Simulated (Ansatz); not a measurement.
Mulliken charges of `C[Si]1(F)BN1` from r2SCAN/def2-TZVPP in Ansatz (PBE0-D4/def2-TZVP geometry).

```csv
atom,x (Å),y (Å),z (Å),charge (e)
C1,-0.619,-1.417,-0.549,-0.302
Si2,0.392,-0.196,0.410,0.575
F3,1.795,-0.921,0.695,-0.325
B4,-0.008,1.545,1.076,-0.072
N5,0.527,1.417,-0.207,-0.261
H6,-0.814,-2.309,0.050,0.081
H7,-0.088,-1.729,-1.452,0.078
H8,-1.575,-0.975,-0.835,0.075
H9,-0.329,2.470,1.750,0.008
H10,0.801,2.063,-0.934,0.143
```

Problem. By hand: the dipole of these point charges (1 e Å = 4.8032 D).

Solution. Σ q r = (-0.387, 0.053, -0.139) e Å, of length 0.415 e Å = 1.99 D.

Problem. How does the dipole of the full density compare? (An estimate is asked.)

Solution. Ansatz gave: (-0.208, 0.074, -0.374) e Å, 2.09 D; the point charges give 0.95 times that, at 41° from its direction.

Point charges leave out the atoms' own dipoles, such as those of lone pairs, and Mulliken's split depends on the basis, so the two needn't agree.
